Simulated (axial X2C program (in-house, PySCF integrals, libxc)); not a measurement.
**Potential curves of RuTe, two-component**

Calculated with an in-house relativistic program for diatomic molecules. Two-component (2c) means X2C with spin–orbit coupling and atomic mean-field two-electron Coulomb and Gaunt terms. Basis: Te dyall-cv3z [11s12p8d4f1g], Ru dyall-cv3z [12s12p8d5f3g] (cores contracted in-house); Gaussian nuclei, density fitting, unrestricted open shells. Masses: Te 129.906 u, Ru 101.904 u.

State: Ω = 4 (⟨Sz⟩ = 1.99, ⟨Lz⟩ = 2.01 at PW91). Energies in eV from the lowest point of each curve. Fits are polynomials in 1 − R0/R over 0.85 to 1.23 times the lowest point R0.

| R (Å) | PW91 |
| --- | --- |
| 2.1063 | 1.2566 |
| 2.2031 | 0.5213 |
| 2.2757 | 0.2106 |
| 2.3484 | 0.0494 |
| 2.4210 | 0.0000 |
| 2.5057 | 0.0443 |
| 2.5905 | 0.1653 |
| 2.6994 | 0.3926 |
| 2.8326 | 0.7296 |
| 3.0262 | 1.2536 |
| 3.2926 | 1.9292 |
| 3.6315 | 2.6167 |

Occupations by symmetry block were frozen at the best pattern of an incomplete PBE0 search. Density functionals use the spin component along the axis (collinear). PBE0 can misorder states that lie within some tenths of an eV, so this need not be the ground state of the molecule. The nearest other 2c determinant of the search, Ω = 2, lies 0.35 eV up at the distance of the search. The functionals have no current-density term, which raises determinants with orbital currents, atoms included. With several unpaired electrons one determinant need not be a pure state. Open-shell Ω = 0 determinants with evenly filled partner blocks cannot be reached by this program, so the Ω shown need not be the lowest component.

Problem. Fit the PW91 curve near its minimum: give the equilibrium distance and the harmonic wavenumber.

Solution. At PW91, 2c: Re = 2.425 Å, ωe ≈ 269 cm⁻¹; Be follows as 0.0502 cm⁻¹.
